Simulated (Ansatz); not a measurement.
Basis-set series for `[F][Al]1[NH][SiH2]1`. The species carries charge 0 and has multiplicity 1. All single points use the PBE0-D4/def2-TZVP geometry.

```xyz
7

F    -0.301    2.298   -1.989
Al   -0.199    1.164   -0.805
N     0.325   -0.514   -0.676
Si   -0.155   -0.230    1.006
H     0.698   -1.355   -1.092
H    -1.291   -1.047    1.524
H     0.924   -0.316    2.032
```

| functional | basis | functions | energy (Eh) | HOMO (eV) | LUMO (eV) |
| --- | --- | --- | --- | --- | --- |
| PBE0-D4 | def2-TZVPP | 188 | -688.09733 | -6.92 | -1.56 |
| PBE0-D4 | def2-QZVPP | 344 | -688.12395 | -6.95 | -1.63 |
| ωB97M-V | def2-TZVPP | 188 | -688.40876 | -8.90 | 0.14 |
| ωB97M-V | def2-QZVPP | 344 | -688.43387 | -8.93 | -0.06 |

Question: Give the rows for def2-SVP. (Estimate.)

Answer: Computed: 
| functional | basis | functions | energy (Eh) | HOMO (eV) | LUMO (eV) |
| --- | --- | --- | --- | --- | --- |
| PBE0-D4 | def2-SVP | 79 | -687.71190 | -6.89 | -1.46 |
| ωB97M-V | def2-SVP | 79 | -688.01954 | -8.83 | 0.30 |

Positive LUMOs are unbound and depend on the basis.
